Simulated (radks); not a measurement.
The numbers below are computed, except where a source is named.
Question: These are the eigenvalues of the occupied orbitals of an atom or ion with whole-number occupations (eV). Code: a radial shooting solver on a logarithmic mesh with Libxc functionals. Model: non-relativistic Kohn-Sham, PBE, spin-polarised, spherical densities, point nucleus.

orbital  eigenvalue
1s up     -3253.039
1s down   -3252.644
2s up     -432.7464
2s down   -432.0944
2p up     -368.7416
2p down   -368.1359
3s up     -135.3889

Which element is it, and in what charge state? The configuration may be excited. Open shells, if any, are filled with parallel spins first.

Answer: Z = 18, argon, charge +7: Ar7+ in [Ne] 3s1. The list shows which subshells hold electrons but not how many an open one holds; the 1s level, -119.55 hartree, gives Z - s = 15.5 by -(Z - s)^2/2, which with screening narrows Z to a few neighbours, and the depths of the outer levels then fix element, charge and occupations together.
